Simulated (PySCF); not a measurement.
**Interval between two levels of Os³⁺ by level of theory**

Os³⁺ [Xe] 4f14 5d5 [6S5/2, M_J = 5/2] → Os³⁺ [Xe] 4f14 5d4 6p1 [6F11/2, M_J = 11/2], as a difference of total energies. Calculation: PySCF 2.14, in x2c-SVPall-2c with one added diffuse shell each of s, d type (8s9p10d2f, 99 functions); the two-component X2C-1e Hamiltonian. "Screened" scales the spin-orbit matrix elements by Boettger's factors to mimic the two-electron term; Breit and QED terms are absent.

| method | interval between two levels (cm⁻¹) |
| --- | --- |
| GHF (spin-free) | 138640 |
| GHF (screened spin-orbit) | 143580 |

The labels give the starting determinants; with spin-orbit coupling the two ends relaxed to ⟨J²⟩ = 8.75, ⟨L²⟩ = 0.31, ⟨S²⟩ = 8.40 and ⟨J²⟩ = 35.79, ⟨L²⟩ = 13.65, ⟨S²⟩ = 7.98.
